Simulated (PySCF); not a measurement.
Trends in electronic spectra. Method used: TDDFT PBE0/def2-SVPD, vertical, gas phase, core orbitals frozen in the response in PySCF. Geometries: GFN2-xTB; one conformer of each isolated species. Triplets are in the Tamm–Dancoff approximation.

Question: Rank by computed lowest singlet excitation energy, highest first.
A. `C=C(C(N)=O)C(Cl)(Cl)Cl`
B. `CC(=O)C(C)=C(C)C`
C. `CSC1=CC[Si@H]1C#N`
D. `CO[C@]12CC[C@H](C1)C2`
E. `[SiH3]Sc1ccccn1`
F. `FC1=NC=CN=C1F`

Answer: D (6.81 eV), F (4.77 eV), A (4.53 eV), E (4.32 eV), C (4.12 eV), B (3.83 eV).

| SMILES | S1 (eV) | LUMO (eV) | α (au) | HOMO (eV) | first f ≥ 0.01 (nm) | T1 (eV) | S1 mainly |
| --- | --- | --- | --- | --- | --- | --- | --- |
| CO[C@]12CC[C@H](C1)C2 | 6.81 | 0.75 | 81.0 | -7.13 | 164 | 6.72 | H→L (92%) |
| Fc1nccnc1F | 4.77 | -2.07 | 58.5 | -8.22 | 234 | 3.91 | H-1→L (100%) |
| C=C(C(N)=O)C(Cl)(Cl)Cl | 4.53 | -1.88 | 99.8 | -7.92 | 204 | 3.77 | H→L (84%) |
| [SiH3]Sc1ccccn1 | 4.32 | -1.38 | 112.2 | -6.67 | 287 | 3.59 | H→L (96%) |
| CSC1=CC[Si@H]1C#N | 4.12 | -1.21 | 107.1 | -6.39 | 256 | 3.41 | H→L (98%) |
| CC(=O)C(C)=C(C)C | 3.83 | -1.14 | 89.8 | -6.88 | 236 | 3.24 | H→L (70%) |

H and L stand for HOMO and LUMO.

Mean S1 by what the SMILES shows (count): an aromatic ring 4.54 eV (2); a double or triple bond but no aromatic ring 4.16 eV (3).

- `CO[C@]12CC[C@H](C1)C2`: Löwdin shares by element: HOMO oxygen 48%, carbon 27% or more (atoms not listed hold the other 25%); LUMO carbon 28% or more, hydrogen 8% or more (atoms not listed hold the other 64%).
- `Fc1nccnc1F`: Löwdin shares by element: HOMO carbon 70% (atoms not listed hold the other 30%); LUMO nitrogen 49%, carbon 24% or more (atoms not listed hold the other 27%).
- `C=C(C(N)=O)C(Cl)(Cl)Cl`: Löwdin shares by element: HOMO oxygen 65%, carbon 17% or more, nitrogen 8%; LUMO carbon 58% or more, chlorine 11% or more (atoms not listed hold the other 31%).
- `[SiH3]Sc1ccccn1`: Löwdin shares by element: HOMO sulfur 48%, carbon 30% or more (atoms not listed hold the other 22%); LUMO carbon 51% or more, nitrogen 20% (atoms not listed hold the other 29%).
- `CSC1=CC[Si@H]1C#N`: Löwdin shares by element: HOMO sulfur 49%, carbon 38% or more; LUMO carbon 30% or more, silicon 27%, nitrogen 20% (atoms not listed hold the other 23%).
- `CC(=O)C(C)=C(C)C`: Löwdin shares by element: HOMO oxygen 46%, carbon 33% or more (atoms not listed hold the other 21%); LUMO carbon 56% or more, oxygen 20% (atoms not listed hold the other 23%).
